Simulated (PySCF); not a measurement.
How the method moves the HOMO and LUMO of `C[C@@H]([SiH3])B(F)F`

C2H7BF2Si.
Geometry (PBE0-D3(BJ)/def2-SVP, Å), atoms numbered from 1 in this order:
```xyz
13
C2H7BF2Si angstrom
C     -0.9774   -1.1249   -0.5534
C     -0.5228    0.1750    0.1167
Si     1.1496   -0.0442    0.9963
B     -0.3899    1.3830   -0.8480
F     -0.3879    2.6316   -0.4092
F     -0.2388    1.2256   -2.1535
H     -0.2814   -1.4272   -1.3509
H     -1.9696   -1.0137   -1.0181
H     -1.0414   -1.9572    0.1643
H     -1.2059    0.4759    0.9322
H      1.0515   -1.1833    1.9591
H      2.2145   -0.3541   -0.0069
H      1.5236    1.1998    1.7324
```

Basis pcSseg-1 throughout (PySCF), one geometry. Isolated species at its PBE0-D3(BJ)/def2-SVP geometry (one conformer only).

Problem. How do the orbital energies, the gap and the dipole change with the method?

Solution. 
```
   method                    kind  HOMO (eV)  LUMO (eV)  gap (eV)  μ (D)  SCF cycles
     BLYP                     GGA      -7.39      -0.87      6.52   1.63          14
     OPBE                     GGA      -7.50      -0.82      6.68   1.64          14
    B97-D                     GGA      -7.52      -0.84      6.67   1.67          14
      PBE                     GGA      -7.52      -1.01      6.51   1.64          14
      KT2                     GGA      -7.62      -1.06      6.55   1.69          14
     BP86                     GGA      -7.62      -1.07      6.55   1.66          13
      LDA                     LDA      -7.62      -1.30      6.33   1.73          13
      KT3                     GGA      -7.65      -0.97      6.68   1.65          14
    B97-2           global hybrid      -8.61      -0.05      8.56   1.77          12
    B3LYP           global hybrid      -8.63      -0.28      8.35   1.74          12
     PBE0           global hybrid      -8.85      -0.06      8.80   1.77          12
 mPW1PW91           global hybrid      -8.89      -0.06      8.83   1.78          12
BHandHLYP           global hybrid     -10.08       0.96     11.04   1.86          12
CAM-B3LYP  range-separated hybrid     -10.21       1.06     11.27   1.76          12
  wB97X-D  range-separated hybrid     -10.72       1.81     12.53   1.78          13
  LC-wPBE  range-separated hybrid     -11.56       2.29     13.85   1.75          13
       HF            Hartree–Fock     -11.98       3.51     15.49   1.95          10
```

The HOMO spans 4.59 eV, from BLYP down to HF, and the gap runs from 6.33 eV (LDA) to 15.49 eV (HF). Over the methods BLYP (0 %), OPBE (0 %), B97-D (0 %), PBE (0 %), KT2 (0 %), BP86 (0 %), LDA (0 %), KT3 (0 %), B97-2 (21 %), B3LYP (20 %), PBE0 (25 %), mPW1PW91 (25 %), BHandHLYP (50 %), HF (100 %), a straight line through the gap against the share of exact exchange rises by 0.89 eV for each 10 % (correlation coefficient 0.999). The dipole ranges from 1.63 D (BLYP) to 1.95 D (HF). This basis has no diffuse functions.
